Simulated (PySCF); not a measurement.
# Electronic structure of Ba(2+) (barium, charge +2) at the UHF level

Configuration: [Xe], closed-shell 1S. All numbers are calculated (PySCF 2.14, scalar relativity by spin-free X2C-1e, in aug-cc-pwCVTZ-X2C with one added diffuse shell each of s, p, d, f type (12s11p9d5f, 125 functions)).

```
Total energy                        : -8131.133108 hartree
One-electron energy                 : -11075.2570 hartree
Hartree (Coulomb) energy            : 3140.8445 hartree
Exchange energy                     : -196.7206 hartree
⟨S²⟩                                : 0.0000
⟨L²⟩                                : 0.000
Sum of ⟨r⟩                          : 34.19 bohr
Sum of ⟨r²⟩                         : 44.31 bohr²
Langevin diamagnetic susceptibility : -35.1 ×10⁻⁶ cm³/mol
```

```tsv
shell	electrons	mean orbital energy (eV)	rms radius, mean of both spins (bohr)
1s	2	-37634.3	0.0292
2s	2	-6065.0	0.119
2p	6	-5437.8	0.106
3s	2	-1335.3	0.311
3p	6	-1128.9	0.311
3d	10	-826.91	0.289
4s	2	-290.97	0.715
4p	6	-221.48	0.761
4d	10	-116.84	0.862
5s	2	-55.327	1.76
5p	6	-36.190	2.02
```

Spin-orbit coupling, which splits the p, d and f shells strongly at this Z, is absent.

Densities and radii are taken from the X2C orbitals without a picture-change correction, which distorts them close to the nucleus.
